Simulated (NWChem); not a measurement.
System: CH$_{3}$BrOSi, singlet; SMILES CO[Si]Br

```xyz
7

Si     1.2186    -0.6380     0.0001
Br    -0.1593     1.2282     0.0000
O      0.1365    -1.9048    -0.0003
C     -1.2727    -2.0709     0.0001
H     -1.7987    -1.0925    -0.0042
H     -1.5700    -2.6524    -0.8969
H     -1.5707    -2.6445     0.9019
```
Atoms are numbered in this order, from 1.

All runs: NWChem. Pople sets run with spherical d functions. Medium grid unless said otherwise, to which SCAN and Minnesota functionals are sensitive. Low-valent species are run as closed-shell singlets; no triplet was tried in these runs. The geometry was optimised at PBE-D3(BJ)/def2-SVP. Total energies of different functionals are on different scales.

| level | energy (Ha) | highest occupied level (eV) | orbital gap (eV) | dipole (D) |
|---|---|---|---|---|
| B3LYP/6-31G* | -2978.5517 | -7.21 | 4.96 | 2.07 |
| PBE/6-31G* | -2977.8364 | -6.34 | 3.49 | 2.14 |
| LC-BLYP (range parameter 0.33 per bohr)/6-31G* | -2977.7049 | -9.55 | 9.48 | 2.21 |
| M06-L/6-31G* | -2978.3740 | -6.51 | 3.84 | 2.00 |
| PW6B95/6-31G* | -2980.0299 | [?] | [?] | 2.06 |
| B97-2/6-31G* | -2979.1518 | -7.22 | 5.07 | 2.09 |
| HCTH/407/6-31G* | -2979.9032 | -6.48 | 3.53 | 2.06 |
| M06/6-31G* | -2978.3432 | -7.42 | 5.41 | 1.99 |
| r2SCAN0/6-31G* | -2978.3693 | -7.60 | 5.51 | 2.14 |

Task: What belongs in the gaps?

Result: 
- PW6B95/6-31G*, highest occupied level (eV): -7.50
- PW6B95/6-31G*, orbital gap (eV): 5.46
